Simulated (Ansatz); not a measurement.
The lowest singlet and triplet of C2H6Si (SMILES C[Si]C); geometries from B3LYP-D3(BJ)/def2-TZVP, each state relaxed from the structure named, with no frequency check.
Singlet (charge 0, multiplicity 1):
```xyz
9

C      1.414    -0.248     0.499
Si     0.031     0.333    -0.677
C     -1.455    -0.191     0.393
H      1.471    -1.341     0.388
H      2.396     0.155     0.248
H      1.199    -0.054     1.554
H     -1.312    -1.152     0.898
H     -2.400    -0.203    -0.150
H     -1.544     0.566     1.186
```
Triplet (charge 0, multiplicity 3):
```xyz
9

C      1.618     0.029     0.417
Si     0.004    -0.189    -0.557
C     -1.623     0.224     0.328
H      2.473    -0.241    -0.204
H      1.739     1.069     0.731
H      1.622    -0.612     1.301
H     -1.753    -0.410     1.208
H     -2.469     0.056    -0.340
H     -1.636     1.271     0.638
```

A positive gap puts the triplet lower; no zero-point energy. R- takes a restricted singlet. The triplet is unrestricted in single-reference levels. Active spaces average the two states.

Cores are frozen in the correlated methods.

Run with Ansatz (Gaussian basis) for Hartree–Fock, density functionals and correlated methods. 

### Question
What gap E(singlet) − E(triplet), adiabatic does R-B3LYP/def2-TZVPP give?

### Answer
-1.12 eV

Ansatz is a first-principles code.
